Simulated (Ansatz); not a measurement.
```yaml
crystal:
  periodic: [false, false, false]
  atoms:
    - {symbol: Cu, position_ang: [-0.009425, 0.024702, -0.017205]}
    - {symbol: P, position_ang: [-0.012243, -0.038027, 2.244826]}
    - {symbol: H, position_ang: [0.801235, -0.944886, 2.957503]}
    - {symbol: H, position_ang: [-1.242162, -0.273244, 3.022762]}
    - {symbol: H, position_ang: [0.389642, 1.125635, 2.981780]}
    - {symbol: Si, position_ang: [0.050084, 0.000831, -2.348512]}
    - {symbol: H, position_ang: [1.336713, 0.400955, -2.896303]}
    - {symbol: H, position_ang: [-1.007744, 0.966847, -2.938181]}
    - {symbol: H, position_ang: [-0.337205, -1.315286, -2.956873]}
basis:
  gaussian: {orbitals: STO-3G}
hamiltonian: {xc: {name: r2SCAN}}
scf: {omitted_lower_state_checks: [starts]}
```

```sh
$ ansatz run in.yaml --threads 4 --pin off --events-out ev --progress --plain --max-ram 3916MiB
```

It prints (some lines left out):

```
Functional definition: r2SCAN
  name "r2SCAN"
  cite "Furness, Kaplan, Ning, Perdew & Sun, J. Phys. Chem. Lett. 11, 8208 (2020) doi:10.1021/acs.jpclett.0c02405"
  cite "Furness, Kaplan, Ning, Perdew & Sun, J. Phys. Chem. Lett. 11, 9248 (2020) doi:10.1021/acs.jpclett.0c03077"
  parent r2scan
  parameter k0 = 0.174
  parameter k1 = 0.065
  parameter a1 = 4.9479
  exchange = r2scan_x(k0 = k0, k1 = k1, a1 = a1)
  correlation = r2scan_c
these checks for a lower state are left out or cut short: starts
428 factors; integrals over basis functions are off by at most 3.4e-4 eV
mean field evaluation 1: about -60487.0579 eV, gradient 1.9e2 eV
mean field evaluation 2: about -60784.9699 eV, gradient 1.5e2 eV
mean field evaluation 4: about -60378.4491 eV, gradient 3.4e2 eV
mean field evaluation 8: about -60868.5164 eV, gradient 2.4e2 eV
mean field evaluation 16: about -61190.6751 eV, gradient 3.3e0 eV
mean field evaluation 32: about -61191.1637 eV, gradient 1.1e-1 eV
mean field evaluation 64: about -61191.1656 eV, gradient 1.1e-2 eV
mean field -61191.16562140 eV, -2248.7338597249 hartree, gradient 2.3e-6 eV, S^2 0.000000; 0 other end points of the search recorded, 0 dependent functions left out
reference -61191.16562914 eV, -2248.7338600093 hartree; 32, 32 occupied and 10, 10 virtual orbitals, 428 factors
Total energy: -61191.16562914 eV, -2248.7338600093 hartree
Checks for a lower state left out: starts
```

It took 16 s on 4 threads of Arm Neoverse V2 on a shared host.
